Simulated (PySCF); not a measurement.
SiHF2Cl, SMILES F[SiH](Cl)F.

Geometry optimised at ωB97X-D3(BJ)/def2-SVP.

Computed with PySCF with ωB97X/def2-TZVPD.

Symmetry labels are those of the subgroup Cs that the program uses (full group Cs).

Computed valence orbital energies around the gap with their symmetry:
| orbital | symmetry | energy (eV) |
|---|---|---|
| HOMO−7 | A' | -16.71 |
| HOMO−6 | A' | -16.47 |
| HOMO−5 | A" | -15.48 |
| HOMO−4 | A" | -15.10 |
| HOMO−3 | A' | -15.07 |
| HOMO−2 | A' | -13.52 |
| HOMO−1 | A" | -12.66 |
| HOMO | A' | -12.56 |
| LUMO | A' | 1.65 |
| LUMO+1 | A" | 2.06 |
| LUMO+2 | A' | 2.12 |
| LUMO+3 | A' | 2.32 |
